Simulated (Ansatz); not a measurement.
Species: ethoxy(trimethyl)silane, C5H14OSi, charge 0, multiplicity 1. 
Structure (B3LYP-D3(BJ)/def2-TZVP (Ansatz, an electronic-structure program) minimum search):
```xyz
21

C      3.0657     0.6639     0.5496
C      1.5703     0.8848     0.6506
O      0.8944    -0.1374    -0.0641
Si    -0.7518    -0.2673    -0.2055
C     -1.0370    -1.7893    -1.2462
C     -1.5338    -0.4571     1.4883
C     -1.4515     1.2580    -1.0426
H      3.3359    -0.3060     0.9694
H      3.3835     0.6855    -0.4938
H      3.6053     1.4418     1.0942
H      1.2597     0.8765     1.7026
H      1.3072     1.8674     0.2402
H     -0.5679    -1.6843    -2.2265
H     -0.6154    -2.6743    -0.7655
H     -2.1044    -1.9647    -1.3998
H     -1.1265    -1.3232     2.0146
H     -2.6145    -0.5957     1.4027
H     -1.3664     0.4241     2.1121
H     -1.2832     2.1589    -0.4479
H     -2.5303     1.1597    -1.1877
H     -0.9952     1.4128    -2.0229
```
Charge 0, spin multiplicity 1.

Quantity: atomisation energy (electronic, to ground-state atoms), in kJ/mol. Valence correlation only, unless marked. Open shells are spin-unrestricted. No spin-orbit coupling. No relativistic terms. The coupled-cluster limit lacks core correlation, which all-electron functionals hold. CBS marks a two-point X^-3 extrapolation of the correlation energy; Hartree-Fock from the larger set. The bracket is a focal-point correction in the basis named.

```csv
level,program,atomisation energy (kJ/mol)
BHLYP-D4/def2-TZVPD,Ansatz + dftd4,…
r2SCANh-D4/def2-TZVPD,Ansatz + dftd4,…
CAM-B3LYP-D4/def2-TZVPD,Ansatz + dftd4,8225.1
B2PLYP/def2-TZVPD,Ansatz,8077.5
PBE-QIDH/def2-TZVPD,Ansatz,…
SCS-MP2/6-31G*,Ansatz,7475.4
SCS-MP2/cc-pV(T+d)Z,Ansatz,8071.8
CCSD/aug-cc-pV(D+d)Z,Ansatz,7611.1
"RI-MP2/CBS(aug-cc-pV(T+d)Z,aug-cc-pV(Q+d)Z)+[CCSD(T)-MP2]/aug-cc-pV(T+d)Z",Ansatz,8202.7
```

Fill in the missing entries.


- BHLYP-D4/def2-TZVPD, atomisation energy (kJ/mol): 8019.9
- r2SCANh-D4/def2-TZVPD, atomisation energy (kJ/mol): 8170.6
- PBE-QIDH/def2-TZVPD, atomisation energy (kJ/mol): 8125.8
